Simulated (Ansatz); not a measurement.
A calculation with Ansatz (development build ahead of 0.2.0).

```yaml
crystal:
  periodic: [false, false, false]
  atoms:
    - { symbol: Mn, position_ang: [0.0, 0.0, 0.0] }
    - { symbol: H, position_ang: [0.0, 1.45916, 0.68041] }
    - { symbol: H, position_ang: [0.0, -1.45916, 0.68041] }
basis:
  gaussian: { orbitals: pcseg-2 }
magnetization:
  spin_polarized: true
  initial_magnetization: 5
hamiltonian:
  xc: hf
```

The input is written out in the form of the current development build from the run's settings.

Results

```yaml
Converged: yes
Total_energy: -1150.95452 hartree
Spin_squared_of_the_determinant: 8.802
Stability_test: minimum
```

Caution: other spin multiplicities were not run.
